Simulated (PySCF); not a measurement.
H₈NSi₂, SMILES [SiH3][NH2+][SiH3], charge +1. Coordinates come from a PBE0-D3(BJ)/def2-SVP optimisation. The isomer is the one that the SMILES or the coordinates give; other isomers of the formula were not compared.

Question: Give the equilibrium geometry at PBE0-D3(BJ)/def2-SVP (PySCF confirms it by a frequency run) as bond lengths and angles, and its point group. (Estimate from the structure and the level; the computed values follow.)

Answer: point group C2.
Atoms: Si1 N2 Si3 H4 H5 H6 H7 H8 H9 H10 H11. Bonded distances (Å): Si1–N2 1.891, Si1–H4 1.480, Si1–H5 1.481, Si1–H6 1.481, N2–Si3 1.891, N2–H7 1.029, N2–H8 1.029, Si3–H9 1.481, Si3–H10 1.481, Si3–H11 1.480. Bond angles (°): N2–Si1–H4 104.3, N2–Si1–H5 103.1, N2–Si1–H6 103.1, H4–Si1–H5 114.9, H4–Si1–H6 114.9, H5–Si1–H6 114.5, Si1–N2–Si3 117.0, Si1–N2–H7 108.7, Si1–N2–H8 108.6, Si3–N2–H7 108.6, Si3–N2–H8 108.7, H7–N2–H8 104.4, N2–Si3–H9 103.1, N2–Si3–H10 103.1, N2–Si3–H11 104.3, H9–Si3–H10 114.5, H9–Si3–H11 114.9, H10–Si3–H11 114.9.
Charge +1, spin multiplicity 1.
